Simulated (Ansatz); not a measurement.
Ansatz (a program for electronic structure) input:

Ansatz 0.2 input:
```yaml
crystal:
  periodic: [false, false, false]
  atoms:
    - {symbol: B, position_ang: [0.24125112, -0.05963192, -0.02652459]}
    - {symbol: Cl, position_ang: [0.27738607, 1.64278075, 0.01583027]}
    - {symbol: Cl, position_ang: [1.54470084, -1.15041127, -0.21211651]}
    - {symbol: O, position_ang: [-1.05488592, -0.71113986, 0.11213686]}
    - {symbol: C, position_ang: [-2.43299472, -0.11871850, 0.26654243]}
    - {symbol: H, position_ang: [-2.86490210, -0.59138922, 1.15658669]}
    - {symbol: H, position_ang: [-2.97324188, -0.35047913, -0.65908963]}
    - {symbol: H, position_ang: [-2.27046473, 0.95444806, 0.40128452]}
    - {symbol: H, position_ang: [-1.03779445, -1.68484127, 0.06883002]}
basis:
  gaussian:
    orbitals: def2-TZVP
hamiltonian:
  xc: b3lyp
  dispersion: d3bj
total_charge: 1
relax: {f_tol: 0.002, max_steps: 150}
```

### Question
Predict the final energy.

### Answer
-1060.92894 Eh (B3LYP-D3(BJ)/def2-TZVP). The basis has 191 functions. The run takes very roughly 10 core-minutes.

It need not be the lowest isomer of its formula.
